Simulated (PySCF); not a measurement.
# Telling isomers of C₇H₉BO₂ apart by NMR

No solvent, single conformer, non-relativistic, fast rotation and ring inversion assumed for equivalent nuclei. Shieldings: GIAO PBE0/pcSseg-1; PBE0-D3(BJ)/def2-SVP structure; PySCF 2.14.

Scale: TMS for $^{1}$H, $^{13}$C (reference shieldings calculated alike). Where no couplings were computed, multiplicities follow the n + 1 count of equivalent neighbours, and m marks all less simple cases (inequivalent or close neighbours, rings, F or P nearby). Couplings to H on boron are left out. Carbons bonded to boron are broad in practice. Shifts are as computed. Against solution values, carbons near 30 ppm lie about +2 ppm off and those near 130 ppm about +5 ppm. Of 1211 compounds with measured shifts, 218 miss one by over three times the rms of a fit or turn the order of signals round; such compounds aren't used in these exercises. OH and NH positions are gas-phase values without hydrogen bonding to other molecules.

(1) Tabulate the signals of `C=CC(=C)C1=CC=[O+][BH2-]O1`, `Cc1ccc(B(O)O)cc1` and their relative energies.

(2) What is the quickest way to tell C=CC(=C)C1=CC=[O+][BH2-]O1 from Cc1ccc(B(O)O)cc1?

Results:

(1) 
```tsv
SMILES	carbon types	δC	δH	E rel. (kcal/mol)
C=CC(=C)C1=CC=[O+][BH2-]O1	2×C 3×CH 2×CH2	188.0, 186.8, 149.1, 142.2, 142.2, 128.0, 106.4	7.82 (d, 1H), 6.61 (m, 1H), 6.60 (br s, 1H), 5.97 (br s, 1H), 5.83 (d, 1H), 5.81 (m, 1H), 5.73 (m, 1H), 3.84 (br, 2H)	95.2
Cc1ccc(B(O)O)cc1	2×C 4×CH 1×CH3	146.7, 139.2, 133.9, 131.2, 23.5	7.73 (d, 2H), 7.32 (d, 2H), 4.21 (br s, 2H), 2.41 (s, 3H)	0.0
```

Energies are electronic energies at PBE0/pcSseg-1 on these geometries, without zero-point or thermal terms, each for the one conformer computed, which needn't be the lowest.

(2) Count the carbon signals: 7 against 5. The first has a terminal =CH2 carbon at 142.2 ppm, the second a methyl carbon on an aromatic ring (CH3) at 23.5 ppm. Their most deshielded carbons lie at 188.0 and 146.7 ppm.
